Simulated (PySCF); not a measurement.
Correlation energy of Si (silicon, neutral)

[Ne] 3s2 3p1 4s1, high-spin 3P determinant (an excited configuration). Calculation: PySCF 2.14, in aug-cc-pwCVTZ; no relativity, point nucleus. Frozen: [Ne]; 4 electrons correlated.

```
  level  correlation energy (mhartree)
   CCSD                         -68.17
    (T)                          -2.13
CCSD(T)                         -70.30
```

Diagnostics: T1 = 0.021, D1 = 0.0554, largest double amplitude 0.096.

Problem. Is a single reference adequate?

Solution. Mostly. T1 lies below 0.03, but a double amplitude of this size points to a near-degeneracy that CCSD handles and MP2 describes poorly.
